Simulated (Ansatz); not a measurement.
Cost and result for the atomization energy of `C#[C][SnH2][Cl]` (7 atoms, 6 bonds).

```xyz
7

C     0.650   -1.379   -1.530
C     0.341   -0.612   -0.653
Sn   -0.165    0.706    0.862
Cl   -2.401    1.258    0.537
H     0.918   -2.058   -2.308
H    -0.063   -0.059    2.373
H     0.721    2.144    0.719
```

Total charge 0; spin multiplicity 1. Correlated methods include outer-core shells of Sn, which these sets cover unevenly. Sn: def2 effective core potential. Geometry: relaxed with PBE0-D4/def2-TZVP. Program: Ansatz. Hardware: A = 2 threads of a server CPU on a shared host; B = 2 threads of an AMD EPYC 7R13 on a shared host and a share of an NVIDIA H100 80 GB. Times are those of one run each, without the atoms' runs, and a repeat can differ threefold. Electronic energies, without spin–orbit coupling; frozen cores. CCSD(T)/CBS adds CCSD(T) − MP2 in def2-TZVPP to the MP2 limit, and its time is that of the two runs behind it. T1 = 0.013. With those shells the extrapolation isn't a true limit.

CCSD(T)/CBS is a level of theory with its own doubt, some kJ/mol a heavy atom from the limit and from the frozen cores, so smaller differences don't rank the functionals.

```csv
level,functions,wall time
LDA (SPW92)/def2-TZVPP [A],196,2.8 s
CCSD(T)/def2-TZVPP [B],196,5.5 s
PBE-D4/def2-TZVPP (with forces) [A],196,6 s
r2SCAN-D4/def2-TZVPP (with forces) [A],196,6.5 s
BHLYP-D4/def2-TZVPP [A],196,6.5 s
CAM-B3LYP-D4/def2-TZVPP [A],196,8 s
PBE0-D4/def2-TZVPP [A],196,8.5 s
CCSD(T)/def2-SVP [A],87,9.5 s
PBE-QIDH/def2-TZVPP [A],196,12 s
B2PLYP/def2-TZVPP [A],196,12 s
CCSD(T)/def2-QZVPP [B],356,13 s
CCSD(T)/CBS(def2),–,19 s
ωB97M-V/def2-TZVPP (with forces) [A],196,19 s
```

Problem. What atomization energy does each give, and how far from CCSD(T)/CBS? (Estimate.)

Solution. Ansatz gave: 
```csv
level,atomization (kJ/mol),difference from CCSD(T)/CBS,per bond
LDA (SPW92)/def2-TZVPP [A],2731.6,333.2,55.5
CCSD(T)/def2-TZVPP [B],2328.6,-69.8,-11.6
PBE-D4/def2-TZVPP (with forces) [A],2427.2,28.8,4.8
r2SCAN-D4/def2-TZVPP (with forces) [A],2380.6,-17.8,-3.0
BHLYP-D4/def2-TZVPP [A],2291.7,-106.7,-17.8
CAM-B3LYP-D4/def2-TZVPP [A],2372.2,-26.2,-4.4
PBE0-D4/def2-TZVPP [A],2379.5,-18.9,-3.1
CCSD(T)/def2-SVP [A],2234.1,-164.3,-27.4
PBE-QIDH/def2-TZVPP [A],2370.3,-28.1,-4.7
B2PLYP/def2-TZVPP [A],2350.1,-48.3,-8.0
CCSD(T)/def2-QZVPP [B],2375.1,-23.3,-3.9
CCSD(T)/CBS(def2),2398.4,0.0,0.0
ωB97M-V/def2-TZVPP (with forces) [A],2385.1,-13.3,-2.2
```

At CCSD(T), def2-SVP lies −164.2 kJ/mol from the extrapolated value and def2-TZVPP −69.8 kJ/mol: correlation converges slowly with the basis, and small sets miss more of it in the bonded molecule than in its fragments. From r2SCAN to r2SCAN0 (25 % exact exchange), in def2-TZVPP and without D4, the atomization energy moves by −47.0 kJ/mol: exact exchange takes away binding that semilocal exchange gives to molecules. Leaving LDA and LC-ωPBE aside and taking each functional with its dispersion term where it has one, the values spread over 135.5 kJ/mol, from BHLYP-D4 to PBE-D4. LDA lies +320.0 kJ/mol from PBE without D4, its usual overbinding.

Spin–orbit coupling would lower the free Sn atoms strongly, and the atomization energy with them, by more than many differences here. For some Ge, Se and Sn compounds the MP2-based and the directly extrapolated limit differ by 10 to 25 kJ/mol.
